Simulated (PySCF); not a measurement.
Dissociation curve of SnO, singlet.

Calculation: CCSD(T) on UHF/def2-SVP, 5 core orbitals frozen, def2 effective core potentials past Kr in PySCF.

### Question
Relative to R = 1.87 Å, what are the energies at R = 1.78, 2.44, 3.65, 4.49 Å?

### Answer
12.6 kJ/mol at 1.78 Å, 226.4 kJ/mol at 2.44 Å, 446.6 kJ/mol at 3.65 Å, 454.9 kJ/mol at 4.49 Å.

The unrestricted solution behind UCCSD(T) changes between 2.44 and 2.73 Å, which can leave a kink. The unrestricted determinant behind UCCSD(T) is spin-contaminated at 1.78 to 7.20 Å (<S²> up to 2.0, against 0.00 for a pure singlet).
